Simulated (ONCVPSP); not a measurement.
**W (Z = 74), ONCV: configuration errors across variants**

```json
{
 "Element": "tungsten (W)",
 "Generator": "ONCVPSP 4.0.1",
 "Type": "optimised norm-conserving Vanderbilt (ONCV)",
 "Functional": "PBE",
 "Relativity": "scalar-relativistic",
 "Frozen core": "[Kr] 4d10 4f14",
 "Valence charge": "14",
 "Reference configuration": "5s2 5p6 5d4 6s2",
 "Partial waves": "5s+6s: rc 2.00 bohr, ncon 4, nbas 7, qcut 6.2 1/bohr, 2 projectors; 5p: rc 1.90 bohr, ncon 4, nbas 7, qcut 8.5 1/bohr, 3 projectors, debl 0.4 Ha; 5d: rc 2.70 bohr, ncon 4, nbas 7, qcut 4.8 1/bohr, 2 projectors, debl 3.6 Ha",
 "Local potential": "polynomial inside 1.50 bohr (lpopt 5, dvloc0 -1 Ha)",
 "Core correction": "Teter function, fcfact 5.75, rcfact 1.7"
}
```

In the p channel the program set the typed energies aside and used -1.588, 0.250, 0.650 Ha.

All-electron excitation energies from the reference (eV): (1) 5s2 5p6 5d4 6s1 8.883; (2) 5s2 5p6 5d4 6s0 24.563; (3) 5s2 5p6 5d3 6s0 49.946; (4) 5s2 5p6 5d4 6s0 6p1 14.337.

A true bound ghost makes a file unfit for plane-wave use even where its test errors are small: the radial tests pick states by their node count and pass the ghost by.

Errors AE − PS in meV (a dash: test not solved or not reliable):

| change | (1) | (2) | (3) | (4) | bound ghosts | GHOST(+) flags above zero |
| --- | --- | --- | --- | --- | --- | --- |
| base | -10 | -60 | -132 | -34 | none | s |
| s: qcut 4.2; p: qcut 5.8; d: qcut 3.3 | -12 | -83 | -152 | -45 | p | s, p, d |
| s: qcut 5.5; p: qcut 7.5; d: qcut 4.3 | -11 | -66 | -139 | -37 | none | none |
| s: qcut 6.5; p: qcut 8.9; d: qcut 5 | -10 | -59 | -130 | -34 | none | s |
| s: qcut 7.1; p: qcut 9.8; d: qcut 5.5 | -9.8 | -54 | -124 | -32 | none | s |
| s: qcut 8.2; p: qcut 11.3; d: qcut 6.4 | -9.1 | -48 | -117 | -28 | p | s |
| s: qcut 9; p: qcut 12.3; d: qcut 7 | -9.3 | -48 | -118 | -29 | none | s, d |

Task: Give the same row for: s: qcut 4.9; p: qcut 6.8; d: qcut 3.8.

Result: -11, -74, -147, -41; bound ghosts: none; GHOST(+) flags above zero: d.
